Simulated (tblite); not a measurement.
Input of a run (GFN2-xTB geometry optimisation, gas phase (tblite 0.8.0)), started from a force field or distance geometry:
```
{"job": {"kind": "relax", "xc": "GFN2-xTB", "basis": "xTB"}, "charge": 0, "multiplicity": 1}
C      4.254700    -0.289300    -0.457500
C      3.070800    -0.956900     0.161600
O      3.185300    -2.013000     0.862400
C      1.760000    -0.412100    -0.003500
C      0.649800     0.024400    -0.109300
C     -0.720000     0.557000    -0.248200
C     -1.214700     1.398700    -1.085300
Si    -2.897000     1.395500    -0.425300
C     -1.887100     0.260600     0.566400
C     -2.390600    -1.178200     0.416900
H      4.255700     0.742700    -0.000300
H      4.005300    -0.094300    -1.531800
H      5.176800    -0.831200    -0.297800
H     -0.770200     1.950600    -1.934500
H     -3.919600     0.795700    -1.314300
H     -3.349800     2.645000     0.223700
H     -1.777100     0.555900     1.648500
H     -3.295400    -1.297100     1.042400
H     -1.566500    -1.846400     0.731400
H     -2.575900    -1.397000    -0.658300
```

Output (eV, eV/Å):
```
step      E/eV     max force
  0    -758.00529    5.856
  1    -758.35458    5.404
  2    -758.72242    3.057
  3    -758.76205    2.510
  4    -758.85065    0.798
  5    -758.89292    0.646
  6    -758.94149    0.931
  7    -758.96234    0.339
  8    -758.97362    0.265
  9    -758.98730    0.437
 10    -758.99746    0.362
 11    -759.00398    0.175
 12    -759.00816    0.197
 13    -759.01213    0.261
 14    -759.01564    0.205
 15    -759.01805    0.100
 16    -759.01972    0.088
 17    -759.02129    0.162
 18    -759.02296    0.160
 19    -759.02466    0.111
 20    -759.02642    0.087
 21    -759.02836    0.133
 22    -759.03036    0.149
 23    -759.03208    0.106
 24    -759.03339    0.080
 25    -759.03444    0.088
 26    -759.03533    0.096
 27    -759.03611    0.071
 28    -759.03679    0.058
 29    -759.03743    0.074
 30    -759.03797    0.071
 31    -759.03834    0.052
 32    -759.03859    0.042
 33    -759.03881    0.050
 34    -759.03905    0.060
 35    -759.03930    0.043
 36    -759.03952    0.035
 37    -759.03972    0.042
 38    -759.03993    0.058
 39    -759.04016    0.050
 40    -759.04035    0.033
 41    -759.04050    0.025
 42    -759.04063    0.040
 43    -759.04079    0.045
 44    -759.04095    0.040
 45    -759.04109    0.027
 46    -759.04117    0.020
 47    -759.04123    0.019
 48    -759.04129    0.026
 49    -759.04136    0.024
 50    -759.04142    0.022
 51    -759.04148    0.016
 52    -759.04152    0.016
 53    -759.04158    0.021
 54    -759.04164    0.025
 55    -759.04170    0.023
 56    -759.04175    0.016
 57    -759.04178    0.012
 58    -759.04181    0.015
 59    -759.04185    0.017
 60    -759.04189    0.017
 61    -759.04193    0.016
 62    -759.04197    0.017
 63    -759.04201    0.025
 64    -759.04205    0.024
 65    -759.04209    0.017
 66    -759.04212    0.014
 67    -759.04214    0.014
 68    -759.04217    0.019
 69    -759.04220    0.015
 70    -759.04222    0.012
 71    -759.04224    0.009
```

Task: Summarise the run.

Result: The energy falls by 1.037 eV over 71 L-BFGS steps, the largest force on an atom goes from 5.86 to 0.009 eV/Å, and the atoms move by 0.142 Å rms after alignment. The bond that changes most is Si8–C9 (SiH2 silicon to sp3 carbon bound to silicon), which lengthens by 0.124 Å. Bonds longer at the end by more than 0.005 Å: 7 of 20; shorter: 12. Among the angles that change most is Si8–C7–H14, from 131.0° to 139.2°. Among the dihedrals that turn most is H17–C9–C10–H19, from -70° to -60°. The energy never rose by more than 1e-5 eV on the way. The first step brought 34 % of the lowering.

Task: What are the final bond lengths?

Result: C1–C2 1.511 Å, C2=O3 1.209 Å, C2–C4 1.432 Å, C4≡C5 1.212 Å, C5–C6 1.396 Å, C6=C7 1.350 Å, C7–Si8 1.888 Å, Si8–C9 1.938 Å, C9–C10 1.521 Å, C6–C9 1.518 Å, C1–H11 1.089 Å, C1–H12 1.089 Å, C1–H13 1.087 Å, C7–H14 1.079 Å, Si8–H15 1.460 Å, Si8–H16 1.461 Å, C9–H17 1.093 Å, C10–H18 1.088 Å, C10–H19 1.090 Å, C10–H20 1.089 Å. Numbering counts from 1 in the input's order; the species is `CC(=O)C#CC1=C[SiH2][C@H]1C`.

Time: 0.6 s of wall time. Hardware: an Intel Xeon 6975P-C with one thread, no GPU, on a shared host.

Its lowest GFN2-xTB frequency is 7i cm⁻¹, too small to tell a flat minimum from a shallow saddle.

All values are computed, not measured.
